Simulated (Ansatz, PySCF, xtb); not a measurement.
Noncovalent pair: CH4O (SMILES CO) (first 6 atoms) with C2H3N (SMILES CC#N); geometry from B3LYP-D3(BJ)/def2-TZVP, rigid monomers moved along the line of their centres of mass till H6···N9 is 1.84 Å.
(charge 0, multiplicity 1):
```xyz
12

C     -0.5814     0.1871    -0.7437
O      0.2525    -0.7388    -0.0773
H     -1.6344     0.0862    -0.4514
H     -0.5057    -0.0139    -1.8130
H     -0.2743     1.2262    -0.5693
H      0.1926    -0.5650     0.8728
C     -0.2852     0.4582     5.1539
C     -0.1753     0.1778     3.7326
N     -0.0879    -0.0445     2.6101
H     -0.4846     1.5183     5.3113
H     -1.0994    -0.1229     5.5872
H      0.6444     0.1948     5.6587
```

Counterpoise-corrected where a basis set is named; no monomer relaxation. Rows marked so take none.

Cores are frozen in the correlated methods. Rows in 3-21G, 6-31G* carry no dispersion term and start afresh at each structure (6-31G* with six Cartesian d functions).

Run with Ansatz (Gaussian orbitals); PySCF for 3-21G rows, 6-31G* rows, the dispersion terms; xtb for the GFN methods. Each number belongs to the level named beside it.

```tsv
level	interaction energy (meV)
GFN2-xTB	-180.4
HF/3-21G (no counterpoise)	-278.6
PBE-D4/def2-TZVPPD	-226.6
PBE0/def2-TZVPPD	-182.6
PBE0-D3(BJ)/def2-TZVPPD	-214.9
PBE0-D4/def2-TZVPPD	-215.5
M06-2X/6-31G* (no counterpoise)	-218.2
CCSD/aug-cc-pVDZ	-138.2
CCSD(T)/aug-cc-pVDZ	…
```

Problem. Fill in the missing entries.

Solution. 
- CCSD(T)/aug-cc-pVDZ, interaction energy (meV): -155.8

Ansatz is a first-principles code.
